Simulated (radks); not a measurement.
Results of a calculation; reference values are marked as such.
Removal energies from the rhodium ion Rh12+, [Ar] 3d10 4s2 4p(1/2: 2, 3/2: 1), by Delta-SCF beside the eigenvalue of the level emptied. Code: a radial shooting solver on a logarithmic mesh with Libxc functionals. Model: Dirac Kohn-Sham, relativistic LDA (MacDonald-Vosko exchange, VWN5 correlation), spin-unpolarised, spherical densities, finite nucleus; Fermi nuclear charge, rms radius of each element as measured or else 0.836 A^(1/3) + 0.57 fm. Sub-shells are occupied by j as written (lower j first in brackets).

| removed from | final configuration | Delta-SCF (eV) | -eigenvalue (eV) |
|---|---|---|---|
| 4p3/2 | [Ar] 3d10 4s2 4p(1/2: 2, 3/2: 0) | 277.61 | 265.65 |
| 4p1/2 | [Ar] 3d10 4s2 4p(1/2: 1, 3/2: 1) | 283.37 | 271.18 |
| 4s1/2 | [Ar] 3d10 4s1 4p(1/2: 2, 3/2: 1) | 316.36 | 303.77 |
| 3d5/2 | [Ar] 3d(3/2: 4, 5/2: 5) 4s2 4p(1/2: 2, 3/2: 1) | 575.32 | 548.30 |
